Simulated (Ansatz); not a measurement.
Species: C8H8B2S, SMILES `Bc1csc2c(B)cccc12` (charge 0, multiplicity 1).

**Question.** Give a relaxed geometry from PBE0-D4/def2-SVP (Ansatz, an electronic-structure program).

**Answer.** One answer among several that fit: the end point of this relaxation, one of several conformers (outside a Z-matrix the atoms follow the SMILES, hydrogens last).
Cartesian coordinates (Å) in one orientation:
```xyz
19

B      3.294    -0.185     0.271
C      1.918     0.446     0.064
C      1.767     1.796    -0.178
S      0.147     2.313    -0.384
C     -0.451     0.692    -0.151
C     -1.806     0.290    -0.181
B     -2.971     1.259    -0.432
C     -2.043    -1.078     0.035
C     -1.005    -1.987     0.266
C      0.315    -1.556     0.289
C      0.618    -0.201     0.080
H      3.421    -1.369     0.482
H      4.279     0.514     0.224
H      2.573     2.528    -0.244
H     -2.769     2.437    -0.618
H     -4.105     0.843    -0.443
H     -3.076    -1.433     0.021
H     -1.233    -3.043     0.430
H      1.128    -2.264     0.469
```
